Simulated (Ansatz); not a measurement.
Abridged output of a molecular run in Ansatz:

```
Functional definition: HF
1188 factors; integrals over basis functions are off by at most 7.5e-4 eV
mean field evaluation 1: about -85802.8962 eV, gradient 1.5e1 eV
mean field evaluation 2: about -85803.0924 eV, gradient 1.6e1 eV
mean field evaluation 4: about -85804.4423 eV, gradient 2.7e0 eV
mean field evaluation 8: about -85804.4697 eV, gradient 1.4e-1 eV
mean field -85804.46976658 eV, -3153.2561035632 hartree, gradient 5.6e-6 eV, S^2 0.000000; 0 other end points of the search recorded, 0 dependent functions left out
19 core orbitals not correlated: weight in the atoms' cores, before any rotation towards them, 1.000 or more for the frozen orbitals, at most 0.000 for the correlated occupied ones
reference -85804.46976658 eV, -3153.2561035632 hartree; 15, 15 occupied and 168, 168 virtual orbitals, 1188 factors
second order -14.37837894 eV of doubles, -0.00000000 eV of singles
cycle   1  -15.16229789 eV  change   -7.8e-1 eV  update   8.5e-2
cycle   2  -15.63627393 eV  change   -4.7e-1 eV  update   2.6e-2
cycle   3  -15.67006928 eV  change   -3.4e-2 eV  update   9.9e-3
cycle   4  -15.66081509 eV  change    9.3e-3 eV  update   3.0e-3
cycle   5  -15.66136330 eV  change   -5.5e-4 eV  update   9.8e-4
cycle   6  -15.66099345 eV  change    3.7e-4 eV  update   2.8e-4
cycle   7  -15.66089984 eV  change    9.4e-5 eV  update   7.5e-5
cycle   8  -15.66094794 eV  change   -4.8e-5 eV  update   2.7e-5
cycle   9  -15.66095653 eV  change   -8.6e-6 eV  update   9.6e-6
perturbative correction -0.52867093 eV, -0.0194282984 hartree
Total energy: -85820.65939404 eV, -3153.8510613989 hartree
```

Its atoms:

Cartesian coordinates in Å:
```
Si 0.671 0.044 -1.010
Si -0.729 -0.175 0.847
Br -0.018 1.229 2.429
H 0.224 -0.880 -2.088
H 2.064 -0.294 -0.619
H 0.618 1.443 -1.507
H -2.136 0.180 0.533
H -0.693 -1.546 1.416
```

(1) Which basis set was used?
A. def2-QZVPP
B. def2-TZVPPD
C. def2-TZVPP
D. def2-SVP

(2) Write the keys of the input that set method, charge and spin (a neutral closed shell needs none for the last two).

## Answers

(1) C. It gives 202 functions.

(2) 
```yaml
correlation: {method: ccsd_t}
```
